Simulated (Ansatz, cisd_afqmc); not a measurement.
Species: CsF, charge 0, singlet. CsF (SMILES [F][Cs]).
B3LYP-D3(BJ)/def2-TZVP minimum from Ansatz (an electronic-structure program):
```
Cs
F 1 2.4039
```
Charge 0, spin multiplicity 1.

Total energies in def2-SVP, 8 correlated electrons, 5 frozen orbitals. UHF or UKS for unpaired electrons; spin-orbit terms are left out. Cores are frozen in correlated methods (noble-gas shells, and filled d and f shells in the p block). Past Kr the def2 sets carry scalar-relativistic core potentials. AFQMC/CISD: phaseless, guided by CISD from CCSD amplitudes; bars are statistical, one sigma. Outlying blocks are dropped, and bars are widened where a walk drifts. Over all cases where full CI ran beside it in this data, AFQMC minus full CI had a median of +0.1 mEh and passed +0.4 mEh in a tenth of the cases.

```
method         program         energy (Eh)  minus CCSDTQ (mEh)
----------  ----------  ------------------  ------------------
HF              Ansatz          -119.24336              205.65
MP2             Ansatz          -119.44620                2.81
CCSD            Ansatz          -119.44625                2.76
CCSD(T)         Ansatz          -119.44843                0.58
CCSDT(Q)        Ansatz          -119.44908               -0.08
CCSDTQ          Ansatz          -119.44901                0.00
AFQMC/CISD  cisd_afqmc  -119.4490 ± 0.0003           0.0 ± 0.3
```

Rough core times of Ansatz's runs on a shared machine: CCSD(T) under 20 s, CCSDT(Q) under 20 s, CCSDTQ 3 min.
